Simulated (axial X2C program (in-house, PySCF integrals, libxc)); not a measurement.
Nuclear properties of NaBr⁺

Computed with an in-house all-electron X2C program for linear molecules (integrals from PySCF): two-component X2C with atomic mean-field Coulomb and Gaunt terms, Gaussian nuclei, basis Br dyall-cv3z, Na dyall-cv3z with contracted cores.

R = 2.912 Å (near the PBE0 minimum at charge 1 of the determinant lowest at the starting distance; the state shown can have its own minimum elsewhere).

Determinant lowest in the PBE0 search, Ω = 3/2 (⟨Sz⟩ = 0.50, ⟨Lz⟩ = 1.00 at PBE0), spin on the atoms Br 0.50, Na 0.00:

```csv
level,Eeff magnitude (GV/cm),Ws magnitude Br (kHz),A∥/gI Br (MHz),qzz Br (a.u.),A∥/gI Na (MHz),qzz Na (a.u.)
PBE0,0.0996,0.0252,626,-4.33,-0.79,-0.08
HF,0.163,0.0434,614,-4.48,-0.876,-0.09
LDA,0.0773,0.0186,668,-4.27,-1.03,-0.07
PBE50,0.115,0.0295,626,-4.40,-0.657,-0.08
B3LYP,0.0903,0.0224,646,-4.34,-0.956,-0.09
```

Eeff is the effective electric field on the electron electric dipole moment in this Ω state and Ws the scalar–pseudoscalar constant of the nucleus named (defined with the proton number Z and per Ω); A∥ (defined per Ω) follows by multiplying with gI = μI/(I μN); qzz is the electric field gradient, eQq0 = 234.96 MHz × Q/barn × qzz. The operators were transformed with the bare-nucleus X2C matrices; with these basis sets, hyperfine constants and field gradients can be off by tens of per cent, and where levels differ in sign neither size nor sign is settled.

Problem. With gI(79Br) = 1.4043, Q(79Br) = 0.3087 barn, gI(23Na) = 1.4783, Q(23Na) = 0.104 barn (g factors from the IAEA table of nuclear moments by Stone; Q from Pyykkö, Mol. Phys. 2018), turn the PBE0 values of the first state into constants in MHz.

Solution. A∥(79Br) = 626 × 1.4043 = 879 MHz; eQq0(79Br) = 234.96 × (0.3087) × (-4.33) = -314 MHz; A∥(23Na) = -0.79 × 1.4783 = -1.17 MHz; eQq0(23Na) = 234.96 × (0.104) × (-0.08) = -1.95 MHz.

Each state is one determinant with collinear spin. Unrestricted Hartree–Fock can overshoot spin polarisation at the nuclei. Where Eeff spreads by more than a factor of two the levels disagree and none is to be relied on. The search compared states at one distance, so a state with another bond length can lie lower. Further determinants of the search, some of them spin-mixed, are not shown.
